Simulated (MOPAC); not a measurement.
A run for MOPAC: PM7 on CH8GeO2 (a complex), monomers drawn apart or pushed together.

```
PM7 1SCF PRECISE CHARGE=0 THREADS=1
CH8GeO2

O      1.00359382 1    -0.95433350 1    -0.00968551 1
Ge    -0.47690790 1     0.02248636 1    -0.24237354 1
O     -0.30372657 1     1.59505425 1     0.58343886 1
H      1.78806361 1    -0.53920456 1    -0.38303570 1
H     -0.67766233 1     0.40253068 1    -1.71474951 1
H     -1.57730660 1    -0.84070289 1     0.38618405 1
H     -0.19935862 1     1.50038717 1     1.53632849 1
C      0.55437547 1    -0.18411797 1     4.56540182 1
H      0.72663170 1    -0.72543171 1     5.49433428 1
H      1.02376283 1     0.79759046 1     4.63767825 1
H      0.98692160 1    -0.73797655 1     3.73343854 1
H     -0.52045337 1    -0.07254508 1     4.41852420 1
```

Program output:

```
*******************************************************************************
 **                                                                           **
 **                              MOPAC v23.2.5                                **
 **                                                                           **
 *******************************************************************************
 ** MOPAC's Digital Object Identifier: https://doi.org/10.5281/zenodo.6511958 **
 **                                                                           **
 ** Please cite the open-source release paper for use of this MOPAC version:  **
 ** J. E. Moussa and J. J. P. Stewart (2026)                                  **
 ** MOPAC: An open-source semiempirical molecular orbital program             **
 ** J. Open Source Softw., 11(119), 8025, https://doi.org/10.21105/joss.08025 **
 *******************************************************************************

                              PM7 CALCULATION RESULTS

 *******************************************************************************
 *  PM7        - The PM7 Hamiltonian to be used
 *
 *
 *
 *                 CHARGE ON SYSTEM = 0
 *
 *
 *
 *  PRECISE    - TIGHTER CRITERIA TO BE USED
 *  1SCF       - DO 1 SCF AND THEN STOP
 *  THREADS=1  - MULTI-THREADING NOT USED
 *  T=         - A TIME OF 172800.0 SECONDS REQUESTED
 *  DUMP=N     - RESTART FILE WRITTEN EVERY 7200.0 SECONDS REQUESTED
 *******************************************************************************
PM7 1SCF PRECISE CHARGE=0 THREADS=1
 CH8GeO2

   ATOM   CHEMICAL          X               Y               Z
  NUMBER   SYMBOL      (ANGSTROMS)     (ANGSTROMS)     (ANGSTROMS)

     1       O          1.00359382  *  -0.95433350  *  -0.00968551  *
     2      Ge         -0.47690790  *   0.02248636  *  -0.24237354  *
     3       O         -0.30372657  *   1.59505425  *   0.58343886  *
     4       H          1.78806361  *  -0.53920456  *  -0.38303570  *
     5       H         -0.67766233  *   0.40253068  *  -1.71474951  *
     6       H         -1.57730660  *  -0.84070289  *   0.38618405  *
     7       H         -0.19935862  *   1.50038717  *   1.53632849  *
     8       C          0.55437547  *  -0.18411797  *   4.56540182  *
     9       H          0.72663170  *  -0.72543171  *   5.49433428  *
    10       H          1.02376283  *   0.79759046  *   4.63767825  *
    11       H          0.98692160  *  -0.73797655  *   3.73343854  *
    12       H         -0.52045337  *  -0.07254508  *   4.41852420  *



          CARTESIAN COORDINATES

    NO.       ATOM           X           Y           Z

     1         O          1.0036     -0.9543     -0.0097
     2        Ge         -0.4769      0.0225     -0.2424
     3         O         -0.3037      1.5951      0.5834
     4         H          1.7881     -0.5392     -0.3830
     5         H         -0.6777      0.4025     -1.7147
     6         H         -1.5773     -0.8407      0.3862
     7         H         -0.1994      1.5004      1.5363
     8         C          0.5544     -0.1841      4.5654
     9         H          0.7266     -0.7254      5.4943
    10         H          1.0238      0.7976      4.6377
    11         H          0.9869     -0.7380      3.7334
    12         H         -0.5205     -0.0725      4.4185

 General Reference for PM7:
 "Optimization of Parameters for Semiempirical Methods VI: More Modifications to the
 NDDO Approximations and Re-optimization of Parameters", J. J. P. Stewart, J. Mol. Mod., 1:32, 19 (2013)
 https://link.springer.com/article/10.1007/s00894-012-1667-x

           Empirical Formula: C H8 O2 Ge  =    12 atoms



      MOLECULAR POINT GROUP   :   C1


      RHF CALCULATION, NO. OF DOUBLY OCCUPIED LEVELS = 14


 -------------------------------------------------------------------------------
 PM7 1SCF PRECISE CHARGE=0 THREADS=1
 CH8GeO2



     1SCF WAS SPECIFIED, SO BFGS WAS NOT USED
     SCF FIELD WAS ACHIEVED


                              PM7 CALCULATION
                                                       MOPAC v23.2.5 Linux




          FINAL HEAT OF FORMATION =       -114.99036 KCAL/MOL =    -481.11967 KJ/MOL


          COSMO AREA              =        144.11 SQUARE ANGSTROMS
          COSMO VOLUME            =        127.33 CUBIC ANGSTROMS

          IONIZATION POTENTIAL    =         10.753434 EV
          HOMO LUMO ENERGIES (EV) =        -10.753 -0.366
          NO. OF FILLED LEVELS    =         14
          MOLECULAR WEIGHT        =        124.6630         POINT GROUP:  C1

          MOLECULAR DIMENSIONS (Angstroms)

            Atom       Atom       Distance
            H     9    H     5     7.43070
            H     4    H     6     3.46179
            O     1    H     7     2.73292


          SCF CALCULATIONS        =          1





   ATOM   CHEMICAL          X               Y               Z
  NUMBER   SYMBOL      (ANGSTROMS)     (ANGSTROMS)     (ANGSTROMS)

     1       O          1.00359382  *  -0.95433350  *  -0.00968551  *
     2      Ge         -0.47690790  *   0.02248636  *  -0.24237354  *
     3       O         -0.30372657  *   1.59505425  *   0.58343886  *
     4       H          1.78806361  *  -0.53920456  *  -0.38303570  *
     5       H         -0.67766233  *   0.40253068  *  -1.71474951  *
     6       H         -1.57730660  *  -0.84070289  *   0.38618405  *
     7       H         -0.19935862  *   1.50038717  *   1.53632849  *
     8       C          0.55437547  *  -0.18411797  *   4.56540182  *
     9       H          0.72663170  *  -0.72543171  *   5.49433428  *
    10       H          1.02376283  *   0.79759046  *   4.63767825  *
    11       H          0.98692160  *  -0.73797655  *   3.73343854  *
    12       H         -0.52045337  *  -0.07254508  *   4.41852420  *

                             CARTESIAN COORDINATES

   1    O        1.003593820    -0.954333500    -0.009685510
   2   Ge       -0.476907900     0.022486360    -0.242373540
   3    O       -0.303726570     1.595054250     0.583438860
   4    H        1.788063610    -0.539204560    -0.383035700
   5    H       -0.677662330     0.402530680    -1.714749510
   6    H       -1.577306600    -0.840702890     0.386184050
   7    H       -0.199358620     1.500387170     1.536328490
   8    C        0.554375470    -0.184117970     4.565401820
   9    H        0.726631700    -0.725431710     5.494334280
  10    H        1.023762830     0.797590460     4.637678250
  11    H        0.986921600    -0.737976550     3.733438540
  12    H       -0.520453370    -0.072545080     4.418524200


           Empirical Formula: C H8 O2 Ge  =    12 atoms



      MOLECULAR POINT GROUP   :   C1


                  EIGENVALUES
 -27.54533 -27.18238 -24.80757 -18.73432 -16.52673 -14.81625 -13.63359 -13.57871
 -13.56400 -13.00559 -12.69075 -11.27544 -11.05847 -10.75343  -0.36592  -0.16291
   1.55757   2.46093   5.95306   5.98016   6.07235   6.18983   6.28359   7.48946


              NET ATOMIC CHARGES AND DIPOLE CONTRIBUTIONS

  ATOM NO.   TYPE          CHARGE      No. of ELECS.   s-Pop       p-Pop
    1          O          -0.752635        6.7526     1.77935     4.97329
    2         Ge           0.491010        3.5090     1.12661     2.38238
    3          O          -0.749269        6.7493     1.77946     4.96981
    4          H           0.348387        0.6516     0.65161
    5          H           0.157208        0.8428     0.84279
    6          H           0.156524        0.8435     0.84348
    7          H           0.348652        0.6513     0.65135
    8          C          -0.607240        4.6072     1.04756     3.55968
    9          H           0.150761        0.8492     0.84924
   10          H           0.150846        0.8492     0.84915
   11          H           0.159714        0.8403     0.84029
   12          H           0.146042        0.8540     0.85396
 DIPOLE           X         Y         Z       TOTAL
 POINT-CHG.    -2.656    -0.983    -1.722     3.315
 HYBRID         0.811     0.305     0.548     1.025
 SUM           -1.845    -0.678    -1.175     2.290


          ATOMIC ORBITAL ELECTRON POPULATIONS

     Atom    s        px        py        pz
    1  O   1.77935   1.43028   1.67258   1.87042
    2 Ge   1.12661   0.75191   0.63029   1.00018
    3  O   1.77946   1.93397   1.62358   1.41226
    4  H   0.65161
    5  H   0.84279
    6  H   0.84348
    7  H   0.65135
    8  C   1.04756   1.18118   1.18844   1.19006
    9  H   0.84924
   10  H   0.84915
   11  H   0.84029
   12  H   0.85396

 **********************
 *                    *
 * JOB ENDED NORMALLY *
 *                    *
 **********************




 == MOPAC DONE ==
```

The run finished.

Cost: roughly 0.04 core-seconds.
